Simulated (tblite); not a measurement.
Parent: `[SiH3:1][C@:2]12[CH:3]=[CH:4][C@H:5]1[CH:6]=[CH:7]2`, C6H8Si.

Structures optimised with GFN2-xTB, isolated species. One conformer each, not checked by frequencies here.

```csv
coordinate of the parent,value
Si1–C2,1.883 Å
C2–C3,1.513 Å
C3=C4,1.329 Å
C4–C5,1.509 Å
C5–C6,1.509 Å
C6=C7,1.329 Å
C2–C5,1.567 Å
C2–C7,1.513 Å
Si1–C2–C3,120.3°
Si1–C2–C5,122.9°
Si1–C2–C7,120.3°
C3–C2–C5,85.4°
C3–C2–C7,112.6°
C5–C2–C7,85.4°
C2–C3–C4,94.5°
C3–C4–C5,94.6°
C4–C5–C6,114.3°
C2–C5–C4,85.6°
C2–C5–C6,85.6°
C5–C6–C7,94.6°
C2–C7–C6,94.5°
```

How does the shared frame change in `[O:1]=[CH:2][O:3][C:4]1=[CH:5][C@@:6]2([SiH3:7])[CH:8]=[CH:9][C@@H:10]12` with O1–C2–O3–C4 1°, C2–O3–C4–C5 1°, C7H8O2Si? Atoms pair as Si1 = Si7, C2 = C6, C3 = C5, C4 = C4, C5 = C10, C6 = C9, C7 = C8 (parent first).

```
   parent    relative  value in the relative  change
   Si1–C2      Si7–C6                1.887 Å  +0.004
    C2–C3       C6–C5                1.515 Å  +0.002
    C3=C4       C5=C4                1.333 Å  +0.004
    C4–C5      C4–C10                1.504 Å  -0.005
    C5–C6      C10–C9                1.510 Å  +0.001
    C6=C7       C9=C8                1.328 Å  -0.001
    C2–C5      C6–C10                1.569 Å  +0.002
    C2–C7       C6–C8                1.514 Å  +0.001
Si1–C2–C3   Si7–C6–C5                 119.9°    -0.4
Si1–C2–C5  Si7–C6–C10                 122.7°    -0.2
Si1–C2–C7   Si7–C6–C8                 120.3°     0.0
 C3–C2–C5   C5–C6–C10                  86.3°    +0.9
 C3–C2–C7    C5–C6–C8                 112.7°    +0.1
 C5–C2–C7   C10–C6–C8                  85.3°    -0.1
 C2–C3–C4    C6–C5–C4                  93.0°    -1.5
 C3–C4–C5   C5–C4–C10                  96.0°    +1.4
 C4–C5–C6   C4–C10–C9                 114.1°    -0.2
 C2–C5–C4   C6–C10–C4                  84.7°    -0.9
 C2–C5–C6   C6–C10–C9                  85.6°     0.0
 C5–C6–C7   C10–C9–C8                  94.6°     0.0
 C2–C7–C6    C6–C8–C9                  94.6°    +0.1
```

Of the parent's bonds, Si1–C2, C3–C4 and C4–C5 change most and about equally (-0.005 to +0.004 Å). Bonds of the relative outside the shared frame: O1=C2 1.194, C2–O3 1.328, O3–C4 1.373 Å. Point group Cs → C1.

These are computed values.
